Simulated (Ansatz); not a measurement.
Cost and result up the ladder for Al5H (6 atoms). The state is a singlet with charge 0. Geometry: PBE0-D4/def2-SVP.

```xyz
6

Al   -0.212    0.011    0.862
Al    2.319    0.024   -0.073
Al    0.333   -1.633   -1.067
Al   -1.778   -0.347   -1.386
Al   -1.956    1.677    0.108
H     1.293    0.269    1.555
```

Ansatz on 2 threads of Intel Xeon Platinum 8375C on a shared host. Times are rough, and most runs start from the orbitals of an earlier one. No level here is sound enough to serve as a yardstick. Binding counts from free atoms at the same level (Al doublet, H doublet; other spins of the atoms weren't run), without zero-point energy or a counterpoise term.

Correlated methods freeze 25 core orbitals. Another isomer (singlet) lies 0.16 eV lower at PBE0-D4/def2-TZVP; other spin states weren't run for this one.

Correlated methods converge slowly with the basis.

```json
{"level": "CCSD(T)/def2-TZVPP", "functions": "224", "binding energy per atom (eV)": "1.81", "remarks": "large T1 (0.037), restricted SCF unstable"}
{"level": "PBE-D4/def2-TZVP (with forces)", "functions": "191", "binding energy per atom (eV)": "1.99", "remarks": "restricted SCF unstable in HF"}
{"level": "PBE0-D4/def2-TZVP", "functions": "191", "binding energy per atom (eV)": "1.90", "remarks": "restricted SCF unstable in HF"}
{"level": "r2SCAN-D4/def2-TZVP", "functions": "191", "binding energy per atom (eV)": "1.97", "remarks": "restricted SCF unstable in HF"}
{"level": "CAM-B3LYP-D4/def2-TZVP", "functions": "191", "binding energy per atom (eV)": "1.63", "remarks": "restricted SCF unstable in HF"}
{"level": "BLYP-D4/def2-TZVP", "functions": "191", "binding energy per atom (eV)": "1.78", "remarks": "restricted SCF unstable in HF"}
```

Question: Estimate how long each takes.

Answer: BLYP-D4/def2-TZVP 2.5 s; PBE-D4/def2-TZVP (with forces) 3.1 s; PBE0-D4/def2-TZVP 4.3 s; r2SCAN-D4/def2-TZVP 5 s; CAM-B3LYP-D4/def2-TZVP 6 s; CCSD(T)/def2-TZVPP 44 s. On shared hardware such times vary by a factor of up to 3.
